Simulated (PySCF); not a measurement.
Electron correlation in F (fluorine, neutral)

[He] 2s1 2p6, 2S determinant (an excited configuration). Calculation: PySCF 2.14, in x2c-TZVPPall (5s3p2d1f, 31 functions); the spin-free X2C one-electron Hamiltonian (Gaussian nucleus). Frozen: 1s2; 7 electrons correlated.

| level | correlation energy (mhartree) |
| --- | --- |
| CCSD | -295.12 |
| (T) | -9.76 |
| CCSD(T) | -304.88 |
| CCSDT | -305.59 |

Diagnostics: T1 = 0.012, D1 = 0.0303, largest double amplitude 0.089.

Cost of the coupled-cluster step: roughly 0.8 core-seconds, for 7 correlated electrons.

Iterations:

```
CC2 = 0
CCSD nocc = (np.int64(4), np.int64(3)), nmo = (30, 30)
frozen orbitals [[0], [0]]
max_cycle = 100
direct = 0
conv_tol = 1e-08
conv_tol_normt = 1e-06
diis_space = 8
diis_start_cycle = 0
Init t2, MP2 energy = -0.268705513647606
Init E_corr(UCCSD) = -0.268705513648113
cycle = 1  E_corr(UCCSD) = -0.279748354816567  dE = -0.0110428412  norm(t1,t2) = 0.0568165
cycle = 2  E_corr(UCCSD) = -0.287355479960889  dE = -0.00760712514  norm(t1,t2) = 0.0307963
cycle = 3  E_corr(UCCSD) = -0.293867005266041  dE = -0.00651152531  norm(t1,t2) = 0.0201978
cycle = 4  E_corr(UCCSD) = -0.295024203138946  dE = -0.00115719787  norm(t1,t2) = 0.00905993
cycle = 5  E_corr(UCCSD) = -0.295017545440678  dE = 6.65769827e-06  norm(t1,t2) = 0.00486531
cycle = 6  E_corr(UCCSD) = -0.295117099755713  dE = -9.9554315e-05  norm(t1,t2) = 0.00113712
cycle = 7  E_corr(UCCSD) = -0.295124235472915  dE = -7.1357172e-06  norm(t1,t2) = 0.000274696
cycle = 8  E_corr(UCCSD) = -0.29511456279692  dE = 9.67267599e-06  norm(t1,t2) = 6.55586e-05
cycle = 9  E_corr(UCCSD) = -0.29511851986949  dE = -3.95707257e-06  norm(t1,t2) = 1.32653e-05
cycle = 10  E_corr(UCCSD) = -0.295117482079961  dE = 1.03778953e-06  norm(t1,t2) = 3.45857e-06
cycle = 11  E_corr(UCCSD) = -0.295117627695857  dE = -1.45615896e-07  norm(t1,t2) = 4.49615e-06
cycle = 12  E_corr(UCCSD) = -0.295117500083504  dE = 1.27612353e-07  norm(t1,t2) = 6.46916e-07
cycle = 13  E_corr(UCCSD) = -0.29511750109784  dE = -1.01433673e-09  norm(t1,t2) = 3.34262e-08
UCCSD converged
E(UCCSD) = -98.91349964387202  E_corr = -0.2951175010978403
UCCSD(T) correction = -0.00976443078194173
```
